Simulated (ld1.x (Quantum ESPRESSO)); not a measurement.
## u(r) = r·R(r): atom against pseudo-atom (lithium)

Columns: radius, all-electron u(r) and pseudo u(r) of the 2p shell (level -1.06 eV) of lithium in the configuration 1s2 2s1 2p0; PBEsol, non-relativistic, TM scheme, ld1.x (Quantum ESPRESSO) 7.5.

```tsv
r (bohr)	all-electron	pseudo
0.210	0.0150	0.0061
0.420	0.0467	0.0238
0.630	0.0844	0.0520
0.840	0.1234	0.0884
1.050	0.1616	0.1305
1.260	0.1980	0.1753
1.470	0.2321	0.2200
1.680	0.2637	0.2619
1.890	0.2938	0.2993
2.100	0.3218	0.3313
2.310	0.3470	0.3576
2.520	0.3689	0.3785
2.730	0.3875	0.3950
2.940	0.4029	0.4078
3.150	0.4150	0.4177
3.360	0.4240	0.4252
3.570	0.4301	0.4304
3.780	0.4333	0.4333
3.990	0.4339	0.4339
4.200	0.4321	0.4321
4.410	0.4281	0.4281
4.620	0.4222	0.4222
4.830	0.4147	0.4147
5.040	0.4058	0.4058
5.250	0.3957	0.3957
5.460	0.3849	0.3849
```

(1) How many radial nodes do the two functions have?

(2) At about which radius was the pseudo-wave matched?

(3) Is the pseudo-wave norm-conserving?

Answers

(1) The all-electron 2p function has n − l − 1 = 0; the pseudo-wave has 0.

(2) 4.20 bohr. The columns agree to 0.0005 from 3.57 bohr on; several derivatives are matched, so the curves merge somewhat inside the radius.

(3) Yes: the TM scheme keeps the norm inside the radius equal to the all-electron one, which fixes the energy derivative of the logarithmic derivative at the level.
